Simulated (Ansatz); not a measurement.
The same path of CH₅OSSi (9 atoms, charge 1, multiplicity 1) was run twice with different band settings. The coordinate that changes most is the dihedral H5–Si1–C2–S4.

These are results of RKS B3LYP-D4/def2-SVP in Ansatz, not measurements.

Relaxed end points:

```xyz
9
Properties=species:S:1:pos:R:3
Si 0.868 0.076 -0.928
C -0.859 -0.017 -0.029
O -1.179 0.955 0.931
S -0.996 -0.510 1.759
H 1.106 -1.279 -1.475
H 1.811 0.458 0.154
H 0.664 1.129 -1.950
H -1.746 -0.418 -0.550
H 0.330 -0.395 2.089
```

```xyz
9
Properties=species:S:1:pos:R:3
Si 0.903 -0.022 -0.897
C -0.732 -0.446 0.077
O -1.645 0.584 0.355
S -0.982 0.104 1.837
H 0.450 0.061 -2.305
H 1.838 -1.134 -0.615
H 1.333 1.279 -0.324
H -1.214 -1.433 -0.031
H 0.048 1.007 1.902
```

Common settings: movable images 5; climbing image yes; optimiser quadratic models (default); start path through a guess of the saddle point; force threshold 0.05 eV/Å; iteration limit 60; end points relaxed.

| run | spring |
| --- | --- |
| 1 | 5.0 eV/Å² |
| 2 | 50.0 eV/Å² |

Q: What does each run give, and how far can it be trusted?

A: Run 1: converged after 6 iterations, highest image 0.081 eV above the first end. A vibrational analysis at the climbing image gives one clearly imaginary mode, 137i cm⁻¹: a first-order saddle point.
Run 2: converged after 6 iterations, highest image 0.081 eV above the first end. Another band between the same ends (5 images) ends at a top of the same energy, where a vibrational analysis finds 1 clearly imaginary mode.
Limits of this set-up: the dipole of an ion depends on the origin.
